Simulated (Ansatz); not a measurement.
Reaction (substitution at a C–C bond): `CC[C@@H](C)[C@H](C)CC` + `C[SiH](O)F` → `CCO[SiH](C)F` + `CCC(C)CC`

Isolated molecules relaxed with PBE0-D4/def2-TZVP in Ansatz; ΔE leaves out vibrations. CBS: MP2 limit from def2 TZ/QZ plus the TZ coupled-cluster correction, frozen cores. DFT in def2-TZVPP. One conformer a species, not always the lowest.

CCSD(T)/CBS gives +0.48 eV.

(1) Another level gave +0.38 eV. Which?
A. MP2/def2-TZVPP
B. ωB97M-V/def2-TZVPP
C. r2SCAN/def2-TZVPP
D. HF/def2-TZVPP

Largest T1 diagnostic among the species: 0.011.

## Answers

(1) C. r2SCAN 0.38, MP2/def2-TZVPP 0.54, HF/def2-TZVPP 0.18, ωB97M-V 0.43 eV.

The D4 term adds +0.09 eV with B3LYP and +0.05 eV with PBE0; it sums over pairs of atoms, weighted by their polarisabilities, and B3LYP, whose exchange is more repulsive, gets the larger term. In def2-TZVPP, CCSD(T) changes the Hartree–Fock value by +0.29 eV (the triples alone add +0.03 eV) and MP2 by +0.37 eV.

B3LYP here is the variant with VWN-RPA as its local correlation; programs differ in this.
